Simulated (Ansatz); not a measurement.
Pulling on the Cd1–H2 bond in CH4Cd (SMILES [CH3][CdH]) (multiplicity 1 held, fragments rigid). Energies count from the point at 1.682 Å.
Geometry at that point (charge 0, multiplicity 1):
```xyz
6

Cd    -0.28069    -0.15103    -0.04142
H     -1.74995    -0.94161    -0.25822
C      1.58135     0.85090     0.23335
H      2.03124     0.55928     1.18282
H      1.43289     1.93112     0.23533
H      2.27073     0.59541    -0.57191
```

Signs of static correlation in def2-TZVPP, with CASSCF(2,2), from Ansatz (a program for electronic structure) runs.

```
R (Å)  T1 of restricted CCSD  ⟨S²⟩ of UHF  largest double amplitude of restricted CCSD  weight of the CASSCF reference in MRCISD  CASSCF natural occupations
-----  ---------------------  -----------  -------------------------------------------  ----------------------------------------  --------------------------
1.346                  0.011        0.000                                        0.029                                     0.893                   1.98 0.02
1.514                  0.012        0.000                                        0.030                                     0.893                   1.98 0.02
1.682                  0.013        0.000                                        0.031                                     0.894                   1.97 0.03
1.851                  0.014        0.000                                        0.041                                     0.894                   1.96 0.04
2.019                  0.015        0.000                                        0.057                                     0.894                   1.95 0.05
2.271                  0.018        0.000                                        0.092                                     0.895                   1.92 0.08
2.524                  0.022        0.318                                        0.139                                     0.895                   1.88 0.12
2.944                  0.033        0.748                                        0.241                                     0.896                   1.78 0.22
3.365             (withheld)        0.916                                        0.372                                     0.896                   1.62 0.38
3.870                  0.072        0.990                                   (withheld)                                     0.896                   1.41 0.59
4.543                  0.097        1.017                                        0.795                                     0.896                   1.20 0.80
5.384                  0.110        1.024                                        0.971                                     0.896                   1.08 0.92
```

Problem. Some entries are withheld; supply them.

Solution. 
- 3.365, T1 of restricted CCSD: 0.049
- 3.870, largest double amplitude of restricted CCSD: 0.559

Doubts at one or more of the structures used: a restricted determinant that unrestricted orbitals would lower (R-CCSD(T)/def2-TZVPP); other coupled-cluster roots lie near (R-CCSD(T)/def2-TZVPP); T1 above 0.05 (R-CCSD(T)/def2-TZVPP); a spin-contaminated determinant (U-CCSD(T)/def2-TZVPP).
